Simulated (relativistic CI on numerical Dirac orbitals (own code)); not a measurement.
## How well does a small relativistic CI reproduce Ni2+?

Computed by Dirac-Coulomb-Breit CI, orbitals from a KLI potential per configuration, QED by a radiative potential, valence Slater integrals scaled by 0.85, P86 correlation energy added to each configuration (own radial code, finite nucleus).

Configurations in the expansion (outside the closed core [Ne] 3s2): 3p⁶3d⁸, 3p⁶3d⁷4s, 3p⁶3d⁷4p, 3p⁶3d⁶4s², 3p⁶3d⁷5s, 3p⁶3d⁷4d, 3p⁶3d⁷5p, 3p⁶3d⁶4s4p, 3p⁶3d⁷4f, 3p⁶3d⁷5d, 3p⁶3d⁷5f, 3p⁶3d⁷5g, 3p⁶3d⁶4p², 3p⁶3d⁶4s5s, 3p⁵3d⁹. Levels of other configurations are missing.

| Configuration | Term (tabulated) | J | Measured (cm⁻¹) | Computed | Error | Purity (%) |
| --- | --- | --- | --- | --- | --- | --- |
| 3p⁶3d⁸ | 3F | 4 | 0.0 | 0 | 0 | 100 |
| 3p⁶3d⁸ | 3F | 3 | 1360.7 | 1295 | -66 | 100 |
| 3p⁶3d⁸ | 3F | 2 | 2269.6 | 2170 | -99 | 99 |
| 3p⁶3d⁸ | 1D | 2 | 14031.6 | 14737 | 706 | 84 |
| 3p⁶3d⁸ | 3P | 2 | 16661.6 | 17307 | 645 | 84 |
| 3p⁶3d⁸ | 3P | 1 | 16977.8 | 17627 | 649 | 99 |
| 3p⁶3d⁸ | 3P | 0 | 17230.7 | 17876 | 646 | 99 |
| 3p⁶3d⁸ | 1G | 4 | 23108.7 | 22579 | -530 | 100 |
| 3p⁶3d⁸ | 1S | 0 | 52532.0 | 53878 | 1346 | 99 |
| 3p⁶3d⁷4s | 5F | 5 | 53703.9 | 49922 | -3782 | 100 |
| 3p⁶3d⁷4s | 5F | 4 | 54657.8 | 50853 | -3805 | 99 |
| 3p⁶3d⁷4s | 5F | 3 | 55406.3 | 51583 | -3823 | 99 |
| 3p⁶3d⁷4s | 5F | 2 | 55952.2 | 52116 | -3836 | 100 |
| 3p⁶3d⁷4s | 5F | 1 | 56308.2 | 52464 | -3844 | 100 |
| 3p⁶3d⁷4s | 3F | 4 | 61338.6 | 57898 | -3440 | 99 |
| 3p⁶3d⁷4s | 3F | 3 | 62605.6 | 59140 | -3466 | 99 |
| 3p⁶3d⁷4s | 3F | 2 | 63471.9 | 59992 | -3480 | 99 |
| 3p⁶3d⁷4s | 5P | 3 | 71067.4 | 68348 | -2719 | 99 |
| 3p⁶3d⁷4s | 5P | 2 | 71384.1 | 68676 | -2708 | 97 |
| 3p⁶3d⁷4s | 5P | 1 | 71842.4 | 69110 | -2732 | 98 |
| 3p⁶3d⁷4s | 3G | 5 | 75123.6 | 70374 | -4750 | 98 |
| 3p⁶3d⁷4s | 3G | 4 | 75646.6 | 70889 | -4758 | 96 |
| 3p⁶3d⁷4s | 3G | 3 | 76237.2 | 71462 | -4775 | 100 |
| 3p⁶3d⁷4s | 3P | 2 | 78303.5 | 75863 | -2440 | 91 |
| 3p⁶3d⁷4s | 3P | 1 | 78482.4 | 76130 | -2352 | 87 |
| 3p⁶3d⁷4s | 3P | 0 | 78657.6 | 76332 | -2326 | 100 |
| 3p⁶3d⁷4s | 1G | 4 | 79250.1 | 74647 | -4603 | 90 |
| 3p⁶3d⁷4s | 3P | 1 | 79749.2 | 77304 | -2446 | 91 |
| 3p⁶3d⁷4s | 3P | 0 | 80621.1 | 78196 | -2425 | 100 |
| 3p⁶3d⁷4s | 3H | 6 | 81686.8 | 76369 | -5318 | 100 |
| 3p⁶3d⁷4s | 3D † | 3 | 82172.6 | 78556 | -3616 | 99 |
| 3p⁶3d⁷4s | 3H | 5 | 82193.8 | 76871 | -5322 | 97 |
| 3p⁶3d⁷4s | 3D † | 1 | 82277.3 | 79330 | -2947 | 63 |
| 3p⁶3d⁷4s | 3H | 4 | 82826.4 | 77523 | -5303 | 91 |
| 3p⁶3d⁷4s | 3D † | 2 | 83033.4 | 79495 | -3539 | 84 |
| 3p⁶3d⁷4s | 1P | 1 | 84604.1 | 81846 | -2758 | 69 |
| 3p⁶3d⁷4s | 1H | 5 | 85834.2 | 80705 | -5129 | 98 |
| 3p⁶3d⁷4s | 1D | 2 | 86645.9 | 83191 | -3455 | 92 |
| 3p⁶3d⁷4s | 3F | 2 | 97841.6 | 94230 | -3611 | 99 |
| 3p⁶3d⁷4s | 3F | 3 | 97995.8 | 94379 | -3617 | 99 |
| 3p⁶3d⁷4s | 3F | 4 | 98237.9 | 94610 | -3628 | 100 |
| 3p⁶3d⁷4s | 1F | 3 | 101954.9 | 98451 | -3504 | 99 |
| 3p⁶3d⁷4p | 5F° | 5 | 110212.8 | 104834 | -5379 | 95 |
| 3p⁶3d⁷4p | 5F° | 4 | 110371.4 | 105047 | -5324 | 61 |
| 3p⁶3d⁷4p | 5F° | 3 | 111221.2 | 105859 | -5363 | 76 |
| 3p⁶3d⁷4p | 5D° | 4 | 111898.6 | 106483 | -5415 | 63 |
| 3p⁶3d⁷4p | 5G° | 6 | 112787.9 | 107294 | -5494 | 100 |
| 3p⁶3d⁷4p | 5D° | 3 | 112935.4 | 107507 | -5429 | 77 |
| 3p⁶3d⁷4p | 5G° | 5 | 113140.9 | 107742 | -5399 | 85 |
| 3p⁶3d⁷4p | 5D° | 0 | 114295.4 | 108866 | -5429 | 99 |
| 3p⁶3d⁷4p | 3G° | 5 | 115272.3 | 110178 | -5095 | 89 |
| 3p⁶3d⁷4p | 3F° | 4 | 116191.9 | 111156 | -5036 | 77 |
| 3p⁶3d⁷4p | 3G° | 4 | 116674.4 | 111584 | -5091 | 74 |
| 3p⁶3d⁷4p | 3F° | 3 | 117250.8 | 112177 | -5073 | 75 |
| 3p⁶3d⁷4p | 3G° | 3 | 117606.4 | 112497 | -5109 | 78 |
| 3p⁶3d⁷4p | 3F° | 2 | 118114.9 | 113033 | -5082 | 96 |
| 3p⁶3d⁷4p | 3D° | 3 | 118745.2 | 113768 | -4977 | 93 |
| 3p⁶3d⁷4p | 3D° | 2 | 119669.5 | 114704 | -4965 | 96 |
| 3p⁶3d⁷4p | 3D° | 1 | 120272.3 | 115305 | -4967 | 99 |
| 3p⁶3d⁷4s | 3D | 1 | 121192.9 | 117894 | -3299 | 100 |
| 3p⁶3d⁷4s | 3D | 2 | 121411.6 | 118101 | -3311 | 99 |
| 3p⁶3d⁷4s | 3D | 3 | 121802.4 | 118465 | -3338 | 99 |

Measured levels from Corliss and Sugar, J. Phys. Chem. Ref. Data 10, 197 (1981); pairs were made by configuration, J and term (by order where the table uses no LS term), so strongly mixed levels may be paired wrongly.

Mean error by configuration (cm⁻¹): 3p⁶3d⁸ 412; 3p⁶3d⁷4s -3640; 3p⁶3d⁷4p -5213. Over the excited levels the mean absolute error is 3680 cm⁻¹ (61 of the 61 excited levels that our extract of the source holds in range could be paired), and the median relative error of those above 1,000 cm⁻¹ is 4.4 %. † marks terms whose computed intervals miss the measured ones by more than a factor of 2.5, or configurations far off the rest, from wrong mixing, a near crossing or a doubtful label or measurement; they are left out of the means.
